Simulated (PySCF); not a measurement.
Spin states of NaPb

Unrestricted PBE0; PySCF, scalar-relativistic core potentials, basis sets Na cc-pVDZ, Pb cc-pVDZ-PP with ECP60. Outer shells of the fragments: Na 3s1; Pb 5d10 6s2 6p2.

Followed along the bond (rough minima from three points):

```json
{"2Ms+1": "4", "unpaired": "σ ↑, π ↑↑", "⟨S²⟩ at the start": "3.75", "R at minimum (Å)": "2.98", "Te (eV)": "0.00"}
{"2Ms+1": "2", "unpaired": "π ↑", "⟨S²⟩ at the start": "0.77", "R at minimum (Å)": "3.11", "Te (eV)": "0.21"}
{"2Ms+1": "2", "unpaired": "σ ↓, π ↑↑", "⟨S²⟩ at the start": "1.76", "R at minimum (Å)": "3.12", "Te (eV)": "0.46"}
{"2Ms+1": "2", "unpaired": "σ ↑, π ↑↓", "⟨S²⟩ at the start": "1.75", "R at minimum (Å)": "3.03", "Te (eV)": "0.50"}
{"2Ms+1": "2", "unpaired": "σ ↑", "⟨S²⟩ at the start": "0.75", "R at minimum (Å)": "3.03", "Te (eV)": "1.17"}
```

Solutions found at the starting distance of 2.970 Å, counted from the lowest of them; the search is not exhaustive and high or unbound solutions are not listed, so other states can lie among these:

```csv
2Ms+1,unpaired,term,E (eV),⟨S²⟩,⟨Lz²⟩,μ (D)
4,"σ ↑, π ↑↑",⁴Σ⁻,0.00,3.75,0.00,-6.37
2,π ↑,²Π,0.23,0.77,1.00,-3.85
2,"σ ↓, π ↑↑",mixed,0.47,1.76,0.00,-5.59
2,"σ ↑, π ↑↓",mixed,0.50,1.75,2.01,-5.96
2,σ ↑,mixed,1.18,0.75,2.00,-5.62
4,"σ ↑↑, π ↑",⁴Π,1.55,3.75,1.00,3.86
4,"σ ↑, π ↑↑",mixed,2.94,3.75,2.00,3.13
```

A term symbol is given only where ⟨S²⟩ and ⟨Lz²⟩ are close to those of a pure state; real π, δ and φ orbitals otherwise mix terms. A positive dipole means Na(−)Pb(+).

These are scalar-relativistic numbers at best; spin–orbit coupling would shift them, the dissociation energy most. Counting both spins, an empty level lies below a filled one in some of these solutions, because spin and occupation are held.
